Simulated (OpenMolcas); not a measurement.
**Nb2+: effect of the basis set**

| Item | Value |
| --- | --- |
| Program | OpenMolcas 26.06 |
| Method | CASSCF |
| Active space | 3 electrons in 10 orbitals (4d 5d) |
| State averaging | 2S+1 = 4 even, 10 roots; 2S+1 = 2 even, 40 roots |
| Spin-orbit coupling | state interaction with AMFI integrals over the reference wave functions, term energies averaged over their components |

A. ANO-R2 [7s5p4d2f1g], X2C, finite nucleus; cost of the order of 24 core-seconds
B. ANO-RCC-VTZP [7s6p4d2f1g], DKH2, point nucleus; cost about 40 core-seconds
C. ANO-RCC-VQZP [8s7p5d3f2g1h], DKH2, point nucleus; cost roughly 22 core-seconds

Energies in cm-1 above 4d3 4F 3/2, the measured ground level; measured values from the list in Shadmi, J. Res. Natl. Bur. Stand. 70A, 435 (1966).

| Level | A | B | C | Measured |
| --- | --- | --- | --- | --- |
| 4d3 4F 3/2 | 0.0 | 0.0 | 0.0 | 0.0 |
| 4d3 4F 5/2 | 504 | 508 | 504 | 516 |
| 4d3 4F 7/2 | 1166 | 1174 | 1164 | 1177 |
| 4d3 4F 9/2 | 1950 | 1963 | 1948 | 1939 |
| 4d3 4P 1/2 | 11055 | 11004 | 11104 | 8664 |
| 4d3 4P 3/2 | 11165 | 11115 | 11216 | 8608 |
| 4d3 2G 7/2 | 11732 | 11676 | 11802 | 9236 |
| 4d3 4P 5/2 | 11882 | 11840 | 11931 | 9594 |
| 4d3 2G 9/2 | 12291 | 12238 | 12363 | 9804 |
| 4d3 2P 3/2 [54 %] | 15193 | 15129 | 15274 |  |
| 4d3 2P 1/2 | 15375 | 15317 | 15457 |  |
| 4d3 2H 9/2 | 15498 | 15437 | 15577 | 12916 |
| 4d3 2H 11/2 | 15859 | 15801 | 15941 | 13264 |
| 4d3 2D 5/2(1) | 17246 | 17183 | 17334 | 13094 |
| 4d3 2D 3/2(1) [59 %] | 17324 | 17266 | 17410 |  |
| 4d3 2F 7/2 | 25793 | 25709 | 25903 | 19861 |
| 4d3 2F 5/2 | 26044 | 25959 | 26153 | 19975 |
| 4d3 2D 5/2(2) | 39733 | 39585 | 39874 |  |
| 4d3 2D 3/2(2) | 39982 | 39831 | 40120 |  |

Deviations, from unrounded energies. A percentage is the sum of absolute deviations over the sum of measured energies, with the sign that they share, or ± where signs differ.

| Against measurement | Levels | A | B | C |
| --- | --- | --- | --- | --- |
| mean absolute deviation (cm-1) | 13 | 2600 | 2500 | 2600 |
| fine structure of the ground term (%) | 3 | ±0.9 | ±0.9 | ±0.9 |
| other terms of the ground configuration (%) | 10 | +26.8 | +26.4 | +27.4 |

A, B, C lie about equally close to measurement. The largest miss of B in the table is 4d3 2F 5/2, by +6000 cm-1. The ranking rests on the paired levels alone, and a cruder setting can come out closer through cancelling errors.

Among A to C the level of the table that moves most is 4d3 2D 5/2(2), by 290 cm-1 (lowest in B, highest in C).

Without dynamic correlation excited terms often stand tens of per cent too high (terms of higher spin than the ground term too low), and those without a measured partner can miss by more than the paired ones. Active for correlation alone: 5d; no level in the range computed is led by a configuration that fills it, so any true level of that kind is missing. Measured partners are found by configuration, term and J. A level has none where our copy of the source lacks it or the pairing is in doubt (some pairs that miss far off the trend of their configuration count as doubtful), and it then counts in no deviation. Levels of configurations outside the active space are missing.

A share in square brackets marks a mixed level and gives the weight of the term that names it, the lowest over the columns. A number in round brackets counts repeated terms of one configuration in the order of the reference energies.
